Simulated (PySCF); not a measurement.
2-(methylsulfonyl)ethanol, C3H8O3S.
Cartesian coordinates in Å at the PBE0-D3(BJ)/def2-SVP level; atoms count from 1:
```
atom  x, y, z in Å
C1     1.922   -0.150    0.569
S2     0.921   -0.593   -0.839
O3     0.679    0.644   -1.599
O4     1.547   -1.739   -1.484
C5    -0.662   -1.096   -0.164
C6    -1.515    0.085    0.289
O7    -1.940    0.877   -0.765
H8     2.093   -1.041    1.187
H9     1.445    0.660    1.134
H10    2.867    0.199    0.132
H11   -1.136   -1.620   -1.009
H12   -0.458   -1.828    0.633
H13   -0.965    0.659    1.066
H14   -2.409   -0.321    0.791
H15   -1.143    1.131   -1.263
```

Computed with PySCF at CAM-B3LYP/def2-SVPD, non-relativistic, on one gas-phase PBE0-D3(BJ)/def2-SVP geometry that isn't relaxed in the solvent. The solvent is an IEF-PCM continuum (van der Waals radii × 1.2). The model holds no explicit solvent molecules, cavitation or dispersion.

Gas phase at CAM-B3LYP/def2-SVPD: HOMO -9.76 eV, LUMO 0.61 eV, dipole 5.02 D.

Problem. What does the continuum do to the energy, the frontier levels and the dipole at CAM-B3LYP/def2-SVPD in chloroform and methanol?

Solution. 
| solvent | ε | E(solvent) − E(gas) (kJ/mol) | polarisation term (kJ/mol) | distortion of the solute (kJ/mol) | HOMO (eV) | LUMO (eV) | dipole (D) |
| --- | --- | --- | --- | --- | --- | --- | --- |
| chloroform | 4.711 | -41.43 | -47.69 | 6.26 | -9.71 | 1.01 | 6.21 |
| methanol | 32.61 | -57.39 | -69.95 | 12.56 | -9.71 | 1.06 | 6.73 |

The polarisation term is half the interaction of the solute with the surface charges that it induces; the rest is the cost of distorting the solute's density. The sum is the electrostatic part of solvation alone. The atom shares or the degeneracy of the LUMO differ from the gas phase in methanol, so that column needn't follow one orbital. From chloroform to methanol the lowering changes by a factor 1.39, Onsager's factor (ε − 1)/(2ε + 1) by 1.34 and ε itself by 6.9.

Problem. Which radius a makes the point-dipole formula ΔE = −[(ε − 1)/(2ε + 1)]·μ²/a³ give the value in methanol, with the gas-phase dipole?

Solution. μ = 1.974 au and |ΔE| = 0.02186 Eh give a = 2.33 Å; the farthest nucleus lies 2.83 Å from the centroid of the nuclei, so such a sphere wouldn't even hold the nuclei. The formula assumes a rigid point dipole at the centre of a sphere.

Problem. Give the dipole vector in the frame of the coordinates (D, pointing from negative to positive charge), gas and methanol.

Solution. Gas (0.55, -0.79, 4.92), solvent (0.60, -1.05, 6.62). Its length changes by +34 % and its direction by 1°.

Problem. How does the static polarisability (CAM-B3LYP/def2-SVPD, frozen core, with the continuum's full static response) change?

Solution. 
```
    medium  isotropic (au)  principal values (au)  ⟨r²⟩ of the electrons (bohr²)
       gas            68.5       64.4, 66.0, 75.3                          896.8
chloroform            83.7       79.8, 81.4, 90.0                          897.2
  methanol            90.9       87.5, 89.1, 96.0                          897.4
```

The isotropic value in methanol is 1.33 times the gas-phase one; no cavity-field correction is applied. ⟨r²⟩ is taken about the centre of nuclear charge.
